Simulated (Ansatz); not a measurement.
Ansatz (a program for electronic structure) input (B3LYP-D3(BJ)/def2-TZVP):

Ansatz 0.2 input:
```yaml
crystal:
  periodic: [false, false, false]
  atoms:
    - {symbol: Si, position_ang: [0.07974951, 0.03482879, 0.51155857]}
    - {symbol: F, position_ang: [0.88034686, 1.23084411, -0.12557805]}
    - {symbol: Cl, position_ang: [-0.97822923, -1.29197275, -0.39042816]}
basis:
  gaussian:
    orbitals: def2-TZVP
hamiltonian:
  xc: b3lyp
  dispersion: d3bj
total_charge: 1
magnetization: {spin_polarized: true, initial_magnetization: 1}
relax: {f_tol: 0.002, max_steps: 150}
```

End of the output:

```
mean field evaluation 1: about -23102.4369 eV, gradient 5.7e1 eV
mean field evaluation 2: about -23026.2202 eV, gradient 1.5e2 eV
mean field evaluation 4: about -23111.3563 eV, gradient 1.1e1 eV
mean field evaluation 8: about -23111.8896 eV, gradient 1.2e-1 eV
mean field evaluation 16: about -23111.9533 eV, gradient 5.7e-5 eV
mean field -23111.95334633 eV, -849.3486196328 hartree, gradient 1.2e-5 eV, S^2 0.752861; 0 other end points of the search recorded, 0 dependent functions left out
the calculation of the forces begins
reference -23111.95353383 eV, -849.3486265236 hartree; 20, 19 occupied and 85, 86 virtual orbitals, 680 factors
relax step   1: F+E_penalty+E_count = -23112.06059339 eV  Δ(F+E_penalty+E_count) = +0.000e0 eV  max|allowed force component| = 1.471e0 eV/Å  Δτ_max = 0.0000 Å  (32 SCF iters, accepted)
these checks for a lower state are left out or cut short: starts, cluster_reference, orbital_swaps, neighbouring_geometries, increment
integrals: 0.03 GiB planned
680 factors; their error is unknown
mean field: 0.39 GiB planned
mean field -23112.00532482 eV, -849.3505298071 hartree, gradient 1.8e-5 eV, S^2 0.753105; 0 other end points of the search recorded, 0 dependent functions left out
the calculation of the forces begins
reference -23112.00551247 eV, -849.3505367033 hartree; 20, 19 occupied and 85, 86 virtual orbitals, 680 factors
relax step   2: F+E_penalty+E_count = -23112.11275066 eV  Δ(F+E_penalty+E_count) = -5.216e-2 eV  max|allowed force component| = 5.453e-1 eV/Å  Δτ_max = 0.0436 Å  (33 SCF iters, accepted)
these checks for a lower state are left out or cut short: starts, cluster_reference, orbital_swaps, neighbouring_geometries, increment
integrals: 0.03 GiB planned
680 factors; their error is unknown
mean field: 0.39 GiB planned
mean field evaluation 32: about -23112.0158 eV, gradient 1.5e-4 eV
mean field -23112.01582142 eV, -849.3509155503 hartree, gradient 8.1e-6 eV, S^2 0.753117; 0 other end points of the search recorded, 0 dependent functions left out
the calculation of the forces begins
reference -23112.01600838 eV, -849.3509224210 hartree; 20, 19 occupied and 85, 86 virtual orbitals, 680 factors
relax step   3: F+E_penalty+E_count = -23112.12376551 eV  Δ(F+E_penalty+E_count) = -1.101e-2 eV  max|allowed force component| = 6.197e-2 eV/Å  Δτ_max = 0.0341 Å  (34 SCF iters, accepted)
these checks for a lower state are left out or cut short: starts, cluster_reference, orbital_swaps, neighbouring_geometries, increment
integrals: 0.03 GiB planned
680 factors; their error is unknown
mean field: 0.39 GiB planned
mean field -23112.01591798 eV, -849.3509190985 hartree, gradient 2.4e-5 eV, S^2 0.753100; 0 other end points of the search recorded, 0 dependent functions left out
the calculation of the forces begins
reference -23112.01610490 eV, -849.3509259677 hartree; 20, 19 occupied and 85, 86 virtual orbitals, 680 factors
relax step   4: F+E_penalty+E_count = -23112.12387727 eV  Δ(F+E_penalty+E_count) = -1.118e-4 eV  max|allowed force component| = 1.161e-3 eV/Å  Δτ_max = 0.0016 Å  (28 SCF iters, accepted)
integrals: 0.03 GiB planned
680 factors; their error is unknown
mean field: 0.39 GiB planned
mean field -23112.01591798 eV, -849.3509190985 hartree, gradient 2.4e-5 eV, S^2 0.753100; 1 other end points of the search recorded, 0 dependent functions left out
the calculation of the forces begins
reference -23112.01610490 eV, -849.3509259677 hartree; 20, 19 occupied and 85, 86 virtual orbitals, 680 factors
Total energy: -23112.12406419 eV, -849.3548933988 hartree
Atom 0 at     0.098829     0.051588     0.577098 Å, force    -0.000878    -0.001161    -0.000333 eV/Å
Atom 1 at     0.847466     1.190393    -0.159004 Å, force     0.000787     0.001110    -0.000174 eV/Å
Atom 2 at    -0.964428    -1.268280    -0.422542 Å, force     0.000091     0.000051     0.000507 eV/Å
Dipole moment:     0.015320    -0.048615     0.479288 e Å
```
